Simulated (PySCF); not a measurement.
Compound: Si8F8 cubane, Si₈F₈.
Z-matrix (Å and degrees, PBE0-D3(BJ)/def2-SVP geometry), rows numbered from 1:
```
Si
F   1  1.6274
Si  1  2.4851  2  107.46
F   3  1.6268  1  107.62  2    -6.28
Si  3  2.3307  1   94.41  2  -134.35
F   5  1.6198  3  129.33  1   139.10
Si  1  2.2936  2  133.29  3   -94.98
F   7  1.6276  1  132.66  2   -52.14
Si  7  2.4896  1   81.72  2  -159.59
F   9  1.6271  7  108.43  1   127.33
Si  1  2.3302  2  124.30  3   107.98
F  11  1.6197  1  128.80  2    24.48
Si  3  2.2920  1   81.80  2   126.51
F  13  1.6275  3  132.82  1  -159.61
Si  9  2.2915  7   81.80  1  -100.19
F  15  1.6271  5  124.64  3  -114.01
```

The closed-shell ground state was solved at several levels (PySCF, density fitting, gas phase, non-relativistic).

| level | basis functions | total energy (Eh) | HOMO (eV) | LUMO (eV) | gap (eV) | dipole (D) |
| --- | --- | --- | --- | --- | --- | --- |
| PBE0/pcSseg-1 | 328 | -3113.2500 | -7.20 | -3.50 | 3.70 | 0.02 |
| KT2/pcSseg-1 | 328 | -3145.6367 | -6.46 | -4.25 | 2.21 | 0.02 |

Problem. What might wB97X-D/def2-SVPD (376 basis functions) give for the same quantities?

Solution. Total energy -3113.5537 Eh, HOMO -8.85 eV, LUMO -2.03 eV, gap 6.82 eV, dipole 0.01 D.

Problem. Over all these levels, which gives the widest orbital gap and which the narrowest?

Solution. wB97X-D/def2-SVPD (range-separated hybrid) has the widest, 6.82 eV, and KT2/pcSseg-1 (GGA) the narrowest, 2.21 eV. Functional and basis both differ between the two, so the spread mixes both effects.

Problem. How far do the dipole and the HOMO energy spread over the levels?

Solution. The dipole runs from 0.01 to 0.02 D (mean 0.02 D) and the HOMO from -8.85 to -6.46 eV.

One conformer stands for the species.

The pairwise dispersion term of wB97X-D wasn't added to the energies; at a given geometry it leaves orbitals and properties as they are.
